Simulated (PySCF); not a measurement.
Several structures and their simulated spectra, in scrambled order.

A. `FC(F)(F)C(F)([SiH3])[SiH3]`
B. SMILES O(C)C1CCCCC1
C. `FC(F)[C@@]1([SiH3])C=CO[SiH2]1`

Spectrum 1. 1H NMR (400 MHz, computed): δ 6.67 (d, 1H), 6.28 (m, 1H), 5.34 (m, 1H), 5.30 (m, 1H), 5.20 (m, 1H), 4.09 (s, 3H). 13C{1H} NMR (computed): δ 157.5 (CH), 125.9 (CH), 110.1 (CH), 34.2 (C).

Spectrum 2. 1H NMR (400 MHz, computed): δ 4.20 (m, 6H). 13C{1H} NMR (computed): δ 136.4 (C), 91.1 (C).

Spectrum 3. 1H NMR (400 MHz, computed): δ 3.55 (s, 3H), 2.87 (m, 1H), 2.13 (m, 2H), 1.81 (m, 2H), 1.64 (m, 1H), 1.16 (m, 2H), 1.06 (m, 1H), 1.06 (m, 2H). 13C{1H} NMR (computed): δ 84.7 (CH), 58.1 (CH3), 35.6 (CH2), 29.9 (CH2), 28.7 (CH2).

Computed data (PySCF): geometry from GFN2-xTB, shielding tensors at PBE0/pcSseg-1 (GIAO). No solvent model, single conformer, fast rotation and ring inversion assumed for equivalent nuclei, non-relativistic.

Shifts are taken against calculated references (same method and geometry level): 1H (31.72 ppm) and 13C (186.93 ppm) against TMS. Splittings of carbon signals by F and P are missing where no couplings were computed. Where no couplings were computed, multiplicities follow the n + 1 count of equivalent neighbours, and m marks all less simple cases (inequivalent or close neighbours, rings, F or P nearby). Shifts are as computed. Against solution values, carbons near 30 ppm lie about +3 ppm off and those near 130 ppm about +5 ppm. Of 1211 compounds with measured shifts, 218 miss one by over three times the rms of a fit or turn the order of signals round; such compounds aren't used in these exercises.

Problem. Match each spectrum to its structure.

Solution. 1–C, 2–A, 3–B.

- Spectrum 1 (C): 4 13C signals; δC 157.5 is an alkene carbon bearing oxygen; δC 125.9 is an sp3 CH bonded to 2 F.
- Spectrum 2 (A): 2 13C signals; δC 136.4 is a CF3 carbon; δC 91.1 is a fully substituted sp3 carbon bonded to F and 2 Si.
- Spectrum 3 (B): 5 13C signals; δC 84.7 is an sp3 CH bonded to O; δC 58.1 is a methyl carbon bonded to O.
